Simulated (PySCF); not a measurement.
**Fractional electron number in Tc (technetium, neutral)**

The 5s beta orbital of [Kr] 4d5 5s2 is emptied in steps (occupation f), with all orbitals relaxed, ending at [Kr] 4d5 5s1. Computed with PySCF 2.14 in aug-cc-pVDZ-PP with ECP28MDF (5s5p4d2f, 54 functions), with scalar relativity through the core potential. The exact energy is a straight line in f; departures are measured from the line between the end points of the same method.

```tsv
f	BLYP (eV)
1	0.000
0.9	-0.263
0.7	-0.619
0.5	-0.741
0.3	-0.624
0.1	-0.266
0	0.000
```

```json
{"method": "BLYP", "E(f=0) − E(f=1) (eV)": "7.289", "−ε at f=1 (eV)": "4.372", "−ε at f=0.5 (eV)": "7.271"}
```

Orbital energy along the path (eV):

```json
{"f": "1", "BLYP": "-4.372"}
{"f": "0.9", "BLYP": "-4.937"}
{"f": "0.7", "BLYP": "-6.090"}
{"f": "0.5", "BLYP": "-7.271"}
{"f": "0.3", "BLYP": "-8.477"}
{"f": "0.1", "BLYP": "-9.680"}
{"f": "0", "BLYP": "-10.127"}
```

Reference removal energy between the ground levels: 7.119 eV (measured; NIST Atomic Spectra Database, ionization energies).
